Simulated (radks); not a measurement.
Results of a calculation; reference values are marked as such.
The erbium ion Er52+, 16 electrons, occupied as [Ne] 3s2 3p4.

Code: a radial shooting solver on a logarithmic mesh with Libxc functionals. Model: Dirac Kohn-Sham, LB94 model potential, spin-unpolarised, spherical densities, finite nucleus; open shells fill j = l - 1/2 first; Fermi nuclear charge, rms radius 5.2516 fm.

Energy parts (eV):
| part | energy |
|---|---|
| kinetic | 318582.28 |
| electron-nucleus | -628545.88 |
| Hartree | 31815.14 |
(The LB94 potential has no energy functional, so no total or exchange-correlation energy is given.)

Orbitals (lengths in bohr, moments of r in powers of bohr; r(max) is where P^2 peaks; r(90%) holds 90 % of the orbital's charge):
| orbital | occ. | eigenvalue (eV) | r(max) | <1/r> | r(90%) |
|---|---|---|---|---|---|
| 1s1/2 | 2 | -61253.53 | 0.01285 | 77.62 | 0.0369 |
| 2s1/2 | 2 | -13301.47 | 0.07301 | 18.88 | 0.132 |
| 2p1/2 | 2 | -12889.00 | 0.05475 | 18.83 | 0.116 |
| 2p3/2 | 4 | -11945.88 | 0.06091 | 16.35 | 0.125 |
| 3s1/2 | 2 | -5256.255 | 0.1969 | 7.534 | 0.302 |
| 3p1/2 | 2 | -5103.674 | 0.1835 | 7.486 | 0.291 |
| 3p3/2 | 2 | -4861.121 | 0.1946 | 6.814 | 0.305 |

The highest occupied level is 3p3/2 at -4861.1 eV. The density falls to 0.001 e/bohr^3 at r = 0.62 bohr.
